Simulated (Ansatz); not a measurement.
`[CH3][SnH2][CH2]Cl` + `[SH][Mg][Cl]` → `C[S][Mg][Cl]` + `Cl[CH2][SnH3]`  (substitution at a C–Sn bond)

Program: Ansatz. Geometries: PBE0-D4/def2-TZVP. ΔE: electronic, gas phase. CBS: MP2 limit from def2 TZ/QZ plus the TZ coupled-cluster correction, frozen cores. DFT in def2-TZVPP. Elements past krypton have def2 core potentials. For Mg, Sn outer-core shells are correlated without core-valence functions, which leaves a few kJ/mol of doubt a bond. One conformer a species, not always the lowest.

**Question.** Is it downhill or uphill in electronic energy at CCSD(T)/CBS, and by how much? (Best estimate.)

**Answer.** The calculation gave: Uphill: ΔE = +66.4 kJ/mol.

**Question.** What do these levels give: ωB97M-V, PBE0, HF/def2-TZVPP, SCS-MP2/def2-TZVPP, HF/def2-QZVPP, CCSD/CBS(def2)? (An estimate is asked.)

**Answer.** Computed: ωB97M-V 60.1, PBE0 55.9, HF/def2-TZVPP 54.6, SCS-MP2/def2-TZVPP 63.4, HF/def2-QZVPP 54.9, CCSD/CBS(def2) 66.0 kJ/mol.

Largest T1 diagnostic among the species: 0.012.

In def2-TZVPP, CCSD(T) changes the Hartree–Fock value by +9.5 kJ/mol (the triples alone add +0.3 kJ/mol) and MP2 by +13.1 kJ/mol.
